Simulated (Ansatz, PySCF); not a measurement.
Molecule: BNH5, charge 0, multiplicity 2. SMILES: [BH2-][NH3+]
Geometry: optimised at B3LYP-D3(BJ)/def2-TZVP (Ansatz, an electronic-structure program).

Wanted: enthalpy of formation at 298 K, in kcal/mol. Terms: non-relativistic; no dispersion term unless named; frozen cores in correlated levels; LANL2DZ all-electron up to Ne; open shells spin-unrestricted; six Cartesian d functions in 6-31G* and its kin unless marked 5d; no spin-orbit coupling. Basis-set limits of correlation are two-point, X^-3; Hartree-Fock from the larger set. The bracket is a focal-point correction in the basis named. First-principles rows: single points at B3LYP-D3(BJ) geometries (Ansatz), with unscaled harmonic terms from B3LYP/6-31G* at its own minima, enthalpies of formation by atomisation with measured atoms.

Coupled cluster (Ansatz) is a level with limits of its own, used here on species with T1 under 0.025 (0.045 for open shells) and stable references: RI-MP2/CBS(aug-cc-pVTZ,aug-cc-pVQZ)+[CCSD(T)-MP2]/aug-cc-pVTZ.

Value to compare with, RI-MP2/CBS(aug-cc-pVTZ,aug-cc-pVQZ)+[CCSD(T)-MP2]/aug-cc-pVTZ (Ansatz): 36.7 kcal/mol.

```json
[
 {"level": "PBE/STO-3G", "program": "Ansatz", "enthalpy of formation at 298 K (kcal/mol)": "-69.8", "difference": "-106.5"},
 {"level": "PBE/3-21G", "program": "Ansatz", "enthalpy of formation at 298 K (kcal/mol)": "33.6", "difference": "-3.1"},
 {"level": "PBE/def2-SVP", "program": "Ansatz", "enthalpy of formation at 298 K (kcal/mol)": "28.3", "difference": "-8.4"},
 {"level": "B3LYP/3-21G", "program": "Ansatz", "enthalpy of formation at 298 K (kcal/mol)": "41.7", "difference": "5.0"},
 {"level": "B3LYP/6-31G*", "program": "Ansatz", "enthalpy of formation at 298 K (kcal/mol)": "39.4", "difference": "2.7"},
 {"level": "B3LYP/def2-SVP", "program": "Ansatz", "enthalpy of formation at 298 K (kcal/mol)": "33.2", "difference": "-3.5"},
 {"level": "MP2/STO-3G", "program": "Ansatz", "enthalpy of formation at 298 K (kcal/mol)": "43.0", "difference": "6.3"},
 {"level": "MP2/3-21G", "program": "Ansatz", "enthalpy of formation at 298 K (kcal/mol)": "118.8", "difference": "82.1"},
 {"level": "MP2/LANL2DZ", "program": "Ansatz", "enthalpy of formation at 298 K (kcal/mol)": "125.7", "difference": "89.0"},
 {"level": "B3PW91/6-31G* (5d)", "program": "PySCF", "enthalpy of formation at 298 K (kcal/mol)": "40.8", "difference": "4.1"},
 {"level": "B3LYP-D3(BJ)/def2-TZVPD", "program": "Ansatz + dftd3", "enthalpy of formation at 298 K (kcal/mol)": "30.0", "difference": "-6.7"}
]
```

Among the 10 habitual levels, PBE/STO-3G lies farthest from RI-MP2/CBS(aug-cc-pVTZ,aug-cc-pVQZ)+[CCSD(T)-MP2]/aug-cc-pVTZ (Ansatz) (-106.5 kcal/mol); 6 of 10 lie above it, and their mean absolute difference is 31.1 kcal/mol, the median 5.7. One case shows no general order.

The levels are drawn from those run, B3LYP/6-31G* more often than the rest, none by its result; runs whose electronic state is in doubt are left out.
